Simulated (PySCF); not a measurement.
Bi(TeH)3 (BiH3Te3), SMILES [Bi]([TeH])([TeH])[TeH]. The structure is a stationary point at PBE-D3(BJ)/def2-SVP. The structure was generated by enumeration; whether it is a known compound was not checked. The def2 effective core potentials stand for the cores of Bi, Te; spin–orbit coupling is left out.

Q: Give the equilibrium geometry at PBE-D3(BJ)/def2-SVP (PySCF confirms it by a frequency run) as bond lengths and angles, and its point group. (The exact figures need the calculation; the answer reports its results.)

A: point group C3.
Atoms: Bi1 Te2 H3 Te4 H5 Te6 H7. Bonded distances (Å): Bi1–Te2 2.897, Bi1–Te4 2.897, Bi1–Te6 2.897, Te2–H3 1.688, Te4–H5 1.688, Te6–H7 1.688. Angles (°): Te2–Bi1–Te4 94.0, Te2–Bi1–Te6 94.0, Te4–Bi1–Te6 94.0, Bi1–Te2–H3 92.2, Bi1–Te4–H5 92.2, Bi1–Te6–H7 92.2.
